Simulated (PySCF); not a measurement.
Computed shifts of a molecule C4H3BrClF, PBE/pcSseg-1 (PySCF), GIAO, gas phase, equivalent atoms averaged, in ppm (number of nuclei): ¹³C: 218.8 (1), 120.6 (1), 116.8 (1), 96.1 (1). ¹⁹F: -164.5 (1). ¹H: 7.12 (1), 6.15 (2). References: ¹³C against TMS (σ = 182.0 ppm); ³⁵Cl against HCl (σ = 936.5 ppm); ¹⁹F against CFCl3 (σ = 133.6 ppm); ¹H against TMS (σ = 31.49 ppm), references at their B3LYP-D3(BJ)/def2-TZVP geometries, non-relativistic (without spin–orbit terms, shifts of atoms bonded to Cl or Br come out too high). Geometry: B3LYP-D3(BJ)/def2-SVP. One conformer was computed; it need not be the lowest.

Task: Pick the molecule that these values belong to.
(A) C=C=C(Cl)[C@H](F)Br
(B) F/C=C/C=C(\Cl)Br
(C) C=C(Br)/C=C(\F)Cl
(D) F[C@@H](Cl)C=C=CBr

Result: A, C=C=C(Cl)[C@H](F)Br
